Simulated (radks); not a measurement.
The tantalum ion Ta2+, configuration [Xe] 4f14 5d3 (the NIST ground configuration). Method: non-relativistic Kohn-Sham, r2SCAN, spin-polarised, spherical densities, point nucleus; open shells are filled with parallel spins first (spin-orbit coupling, left out, can overturn this in heavy ions); meta-GGA in the generalised Kohn-Sham scheme; relativity is left out, which matters for an element this heavy; computed with a radial shooting solver on a logarithmic mesh with Libxc functionals.

Normalised radial functions P(r) = r R(r), r in bohr:

| r | 5s down | 5p down | 5d down |
|---|---|---|---|
| 0.00165 | 0.0559 | 0.0019 | 0.0000 |
| 0.002563 | 0.0809 | 0.0044 | 0.0000 |
| 0.003947 | 0.1118 | 0.0100 | 0.0001 |
| 0.006129 | 0.1451 | 0.0222 | 0.0005 |
| 0.009441 | 0.1661 | 0.0465 | 0.0016 |
| 0.01466 | 0.1481 | 0.0920 | 0.0052 |
| 0.02258 | 0.0558 | 0.1601 | 0.0159 |
| 0.03506 | -0.1203 | 0.2298 | 0.0443 |
| 0.054 | -0.2664 | 0.2179 | 0.1040 |
| 0.08385 | -0.1463 | 0.0126 | 0.1929 |
| 0.1292 | 0.2597 | -0.2934 | 0.2283 |
| 0.2005 | 0.3127 | -0.2332 | 0.0582 |
| 0.3089 | -0.3523 | 0.3361 | -0.2665 |
| 0.4796 | -0.4386 | 0.4114 | -0.3014 |
| 0.7388 | 0.5896 | -0.4486 | 0.1755 |
| 1.147 | 1.0721 | -1.0105 | 0.6972 |
| 1.767 | 0.5455 | -0.6538 | 0.7528 |
| 2.744 | 0.0943 | -0.1662 | 0.4431 |
| 4.226 | 0.0043 | -0.0141 | 0.1503 |
| 6.562 | 0.0000 | -0.0002 | 0.0210 |

5s down: eigenvalue -75.746 eV, 4 radial nodes at r = 0.0264, 0.0994, 0.252, 0.590 bohr, <r> = 1.20 bohr, 90 % of the charge inside 1.73 bohr. 5p down: eigenvalue -51.801 eV, 3 radial nodes at r = 0.0854, 0.244, 0.606 bohr, <r> = 1.33 bohr, 90 % of the charge inside 1.94 bohr. 5d down (empty): eigenvalue -16.646 eV, 2 radial nodes at r = 0.218, 0.650 bohr, <r> = 1.90 bohr, 90 % of the charge inside 2.96 bohr.
